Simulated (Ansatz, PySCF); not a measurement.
Reaction R1 → P1 + P2, each structure at its B3LYP-D3(BJ)/def2-TZVP stationary point, reached from a drawn start (curvature not checked).
R1, F2La (SMILES [F][La][F]) (charge 0, multiplicity 2, Z-matrix in Å and degrees):
```
La
F 1 2.1293
F 1 2.1293 2 111.75
```
P1, FLa (SMILES [F][La]) (charge 0, multiplicity 1):
```xyz
2

La    -0.00900    -0.01810    -1.04465
F      0.00900     0.01810     1.04465
```
P2: F atom, charge 0, multiplicity 2.

```tsv
level	reaction energy (kJ/mol)	cost
HF/def2-SVP	502.2	-
HF/def2-QZVPP	510.0	-
SVWN5/def2-TZVPP	726.1	×0.4
BLYP/def2-TZVPP	646.0	×0.9
r2SCAN/def2-TZVPP	675.7	×2
B97M-V/def2-TZVPP	636.2	×2
B3LYP/def2-TZVPP	633.8	×0.6
PBE0/def2-TZVPP	640.3	×0.7
M06-2X/def2-TZVPP	614.0	-
CAM-B3LYP/def2-TZVPP	645.9	×0.5
wB97X-V/def2-TZVPP	647.4	×3
wB97M-V/def2-TZVPP	627.4	×2
MP2/def2-SVP	650.0	-
MP2/def2-TZVPP	668.3	-
SCS-MP2/def2-SVP	626.0	-
CCSD/def2-SVP	596.3	-
CCSD/def2-TZVPP	606.7	-
CCSD(T)/def2-SVP	600.8	×0.3
CCSD(T)/def2-TZVPP	617.2	×1
CCSD(T)/def2-QZVPP	628.7	×7
```

P less R. No zero-point or thermal terms; singlets are restricted closed shells; open shells are unrestricted; no spin–orbit coupling. The spin states of the d-block species are the ones drawn and need not be the lowest.

Cores are frozen in the correlated methods.

The values were computed with Ansatz (a first-principles code); PySCF for M06-2X. All values are computed, each at the level named. Elements past Kr take the def2 small-core potentials, without spin–orbit coupling.

Costs are rough ratios of core time to PBE/def2-TZVPP (about 17 s over the structures, on one shared machine); a dash marks a level with no comparable run of its own.
